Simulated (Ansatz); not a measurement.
Molecule: AgCl, net charge 1, doublet state. SMILES of the parent species: [Cl][Ag]

Atoms: Ag1, Cl2. Bonds: Ag1-Cl2.

Bond lengths (Å) and angles (degrees) optimised at HF/6-31G* with LANL2DZ past Ar with Ansatz (a first-principles code); PBE/6-31G* with LANL2DZ past Ar with Ansatz; B3LYP/6-31G* with LANL2DZ past Ar with Ansatz, each started from the B3LYP-D3(BJ)/def2-TZVP structure (Ansatz) of the last column. A row stands for all coordinates that are equal there. 6-31G* holds six Cartesian d functions.

```tsv
coordinate	HF/6-31G* with LANL2DZ past Ar	PBE/6-31G* with LANL2DZ past Ar	B3LYP/6-31G* with LANL2DZ past Ar	B3LYP-D3(BJ)/def2-TZVP
Ag1-Cl2	2.887	2.489	2.603	2.455
```

Mean signed difference of all 1 bond lengths from B3LYP-D3(BJ)/def2-TZVP: HF/6-31G* with LANL2DZ past Ar 0.431 Å, PBE/6-31G* with LANL2DZ past Ar 0.034 Å, B3LYP/6-31G* with LANL2DZ past Ar 0.148 Å.
